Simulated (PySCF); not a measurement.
**How the method changes the constants of GaCl**

State: ¹Σ⁺ (singlet), closed shell. Set-up: basis Ga cc-pVDZ-PP with ECP10, Cl cc-pV(D+d)Z; scalar-relativistic core potentials; PySCF 2.14. De refers to Ga + Cl in their high-spin ground configurations, without counterpoise correction. A positive dipole means Ga(−)Cl(+).

```
      Level  Re (Å)  ωe (cm⁻¹)  De (eV)  μ (D)  CPU s a point (SCF and correlation, without the integrals)
        RHF   2.256        351     3.51  -2.95                                                       0.048
    RHF-MP2   2.234        370     4.57    n/a                                                       0.076
RHF-SCS-MP2   2.241        365     4.44    n/a                                                         n/a
   RHF-CCSD   2.240        365     4.30    n/a                                                         n/a
RHF-CCSD(T)   2.241        365     4.39    n/a                                                        0.89
        PBE   2.266        346     4.87  -2.59                                                        0.54
       PW91   2.264        347     4.90  -2.58                                                        0.42
     r²SCAN   2.239        360     4.83  -2.51                                                        0.77
      TPSSh   2.254        352     4.76  -2.64                                                        0.85
       PBE0   2.246        356     4.73  -2.68                                                        0.92
    r²SCAN0   2.231        365     4.68  -2.61                                                        0.76
      ωB97X   2.239        360     4.85  -2.79                                                        0.73
```

Task: Which functional lies closest to RHF-CCSD(T) in De, which farthest, and by how much do they differ from it?

Result: Closest is r²SCAN0 (-1.0 pm in Re, +0.0 % in ωe, +0.29 eV in De against RHF-CCSD(T) in the same basis), farthest PW91 (+2.3 pm in Re, -4.9 % in ωe, +0.51 eV in De). CCSD(T) converges more slowly with the basis than the functionals do and binds too weakly in this one, so the order can change at the basis-set limit.

Task: What does a quarter of exact exchange do here, going from PBE to PBE0?

Result: PBE0 less PBE: -2.0 pm in Re, +2.9 % in ωe, -0.14 eV in De. Exact exchange removes part of the self-interaction that spreads semilocal densities, and in most molecules shortens and stiffens the bond and lowers De; so it does here.

Task: What does the step from GGA to meta-GGA do here, going from PBE to r²SCAN?

Result: r²SCAN less PBE: -2.7 pm in Re, +4.0 % in ωe, -0.04 eV in De. 

Correlated steps freeze 9 core orbitals. Correlated levels converge slowly with the basis: in double zeta they bind strong bonds too weakly, by up to about 1 eV, and carry superposition errors of some tenths. Where the molecule has an RHF reference, its open-shell atoms are computed with UHF.

The whole job (state search and all levels along the bond) took about 1.4 min on 1 thread of Arm Neoverse V1 (shared host), peak memory 0.49 GiB.
